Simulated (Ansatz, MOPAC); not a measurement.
Gas-phase reaction in SMILES: [C][OH+] → [O+]#C

Wanted: isomerisation energy (enthalpy at 298 K), in kcal/mol. Set-up: six Cartesian d functions in 6-31G* and its kin unless marked 5d; no dispersion term unless named; non-relativistic; frozen cores in correlated levels; spin-orbit terms left out. CBS marks a two-point X^-3 extrapolation of the correlation energy; Hartree-Fock from the larger set (for Q and 5 zeta extrapolated as (X+1)exp(-9√X)). First-principles rows: single points at B3LYP-D3(BJ) geometries (Ansatz, a quantum-chemistry and plane-wave program), with unscaled harmonic terms from B3LYP/6-31G* (Ansatz) at its own minima. Semi-empirical rows: MOPAC heats of formation at their own minima for 298 K.

```csv
species,coefficient,"E at HF/6-31G* (Ansatz), Eh","E at PBE/def2-TZVPD (Ansatz), Eh","H(298 K) - E, kcal/mol","heat of formation at MNDO (MOPAC), kcal/mol"
[C][OH+],-1,-112.91384,-113.40519,11.09,215.78
C#[O+],+1,-112.96519,-113.47101,12.53,184.86
```

Coupled cluster (Ansatz) is a level with limits of its own, used here on species with T1 under 0.025 (0.045 for open shells) and stable references: CCSD(T)/CBS(cc-pVQZ,cc-pV5Z). Value to compare with, CCSD(T)/CBS(cc-pVQZ,cc-pV5Z) (Ansatz): -38.2 kcal/mol. 1 Eh = 627.5095 kcal/mol.

Q: Work the quantity out at each level, and compare with CCSD(T)/CBS(cc-pVQZ,cc-pV5Z) (Ansatz).

A: 
- HF/6-31G*: the sum of coefficient times E is -0.05135 Eh, or -32.22 kcal/mol; the thermal terms add 1.44. Result: -30.8 kcal/mol. Its difference against CCSD(T)/CBS(cc-pVQZ,cc-pV5Z) (Ansatz) is 7.4 kcal/mol.
- PBE/def2-TZVPD: the sum of coefficient times E is -0.06582 Eh, or -41.30 kcal/mol; the thermal terms add 1.44. Result: -39.9 kcal/mol. Its difference against CCSD(T)/CBS(cc-pVQZ,cc-pV5Z) (Ansatz) is -1.7 kcal/mol.
- MNDO: the sum of coefficient times heat of formation is -30.92 kcal/mol; it needs no thermal term. Its difference against CCSD(T)/CBS(cc-pVQZ,cc-pV5Z) (Ansatz) is 7.3 kcal/mol.
